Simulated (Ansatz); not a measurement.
## Reading a saddle point

A first-order saddle point of GeAsH₇, closed shell, PBE0-D4/def2-TZVP, with one imaginary mode of 1243i cm⁻¹:

```json
{"atom": "Ge1", "x (Å)": "-0.8431", "y (Å)": "0.9446", "z (Å)": "-0.2908"}
{"atom": "H2", "x (Å)": "-0.8831", "y (Å)": "-0.9062", "z (Å)": "-0.0752"}
{"atom": "H3", "x (Å)": "-1.8125", "y (Å)": "0.8038", "z (Å)": "-1.4867"}
{"atom": "H4", "x (Å)": "-1.6059", "y (Å)": "1.3749", "z (Å)": "0.9702"}
{"atom": "H5", "x (Å)": "0.1743", "y (Å)": "2.0242", "z (Å)": "-0.6949"}
{"atom": "H6", "x (Å)": "-0.3331", "y (Å)": "-1.5586", "z (Å)": "0.4185"}
{"atom": "As7", "x (Å)": "1.1978", "y (Å)": "-0.7139", "z (Å)": "0.7789"}
{"atom": "H8", "x (Å)": "2.7120", "y (Å)": "-0.9574", "z (Å)": "1.0775"}
{"atom": "H9", "x (Å)": "1.3935", "y (Å)": "-1.0114", "z (Å)": "-0.6974"}
```

Computed with Ansatz 0.2.0 (basis: def2-TZVPP and def2-QZVPP); correlated methods freeze the cores. Filled d shells of the heavier atoms are correlated. The def2 sets are not built for correlating such inner shells, so the correlated values are less sure here. Extrapolation: Hartree–Fock as exp(−7.88 √X), correlation as X^−2.97.

Problem. Which contacts change along the imaginary mode, and what lies on either side? (Judge from chemistry; the calculation decides.)

Solution. The calculation gives: The step is AsH₃ + GeH₄ → GeAsH₅ ([GeH3][AsH2]) + H₂, with the molecules in contact on both sides. Shortening one way: Ge1–As7, H2–H6; lengthening the same way: Ge1–H2, H6–As7.
```json
{"pair": "Ge1–As7", "one side (Å)": "3.92", "saddle (Å)": "2.84", "other side (Å)": "2.43"}
{"pair": "H2–H6", "one side (Å)": "3.44", "saddle (Å)": "0.99", "other side (Å)": "0.75"}
{"pair": "Ge1–H2", "one side (Å)": "1.54", "saddle (Å)": "1.86", "other side (Å)": "4.07"}
{"pair": "H6–As7", "one side (Å)": "1.52", "saddle (Å)": "1.79", "other side (Å)": "3.29"}
```

Problem. Which side is lower, and how far does the saddle lie above each? (To be estimated.)

Solution. By the calculation: The side with Ge1–As7, H2–H6 short is lower by 15.0 kJ/mol; the saddle lies 264.2 kJ/mol above it and 249.2 kJ/mol above the other (CCSD(T) at an estimated basis limit (MP2 extrapolated from triple and quadruple zeta, plus CCSD(T) − MP2 in triple zeta); electronic energies).

The T1 diagnostic stays at or below 0.012. The end structure is not quite a true minimum (one mode of 29i cm⁻¹).

Labels in which every atom is bracketed show which atoms are joined, not bond orders.

For scale, one of the runs: CCSD(T)/def2-TZVPP, 194 basis functions, launched by `ansatz run in.yaml --threads 4 --pin off --events-out ev --progress --plain --max-ram 9574MiB`. The run took 52 s on 4 CPU threads of an Arm Neoverse V2 (shared host), with 2.2 GiB of host memory at its peak.
